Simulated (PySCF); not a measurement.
C₂H₆BF₂N, SMILES CCNB(F)F. Atoms are numbered in the order given.

```xyz
12

C     -2.4719    -0.2942    -0.1633
C     -1.1167    -0.8332    -0.5906
N     -0.0925     0.1848    -0.6569
B      1.0033     0.3012     0.1971
F      1.2235    -0.5844     1.1663
F      1.8702     1.3028     0.0679
H     -2.4129     0.1636     0.8358
H     -2.8355     0.4743    -0.8645
H     -3.2230    -1.0982    -0.1315
H     -0.7762    -1.6000     0.1208
H     -1.2076    -1.3389    -1.5686
H     -0.2254     0.8985    -1.3633
```
Charge 0, spin multiplicity 1.

Geometry optimised at PBE0-D3(BJ)/def2-SVP. This is a generated structure with no PubChem entry under its InChIKey; it may be hypothetical. One conformer was computed; it need not be the lowest.

Method: PySCF with B3LYP/def2-TZVP.

The molecule is in vacuum.

* **total energy**: -359.44597 hartree
* **highest occupied level**: -7.57 eV
* **lowest empty level**: 0.40 eV
* **orbital gap**: 7.96 eV
* **dipole moment**: 2.78 D
* **quadrupole, principal values (traceless, Buckingham form, about the centre of nuclear charge)**: -3.11, 0.89, 2.22 D·Å
* **mean static polarisability**: 46.7 bohr³ (6.92 Å³)
* **polarisability, principal values**: 40.4, 43.7, 55.9 bohr³
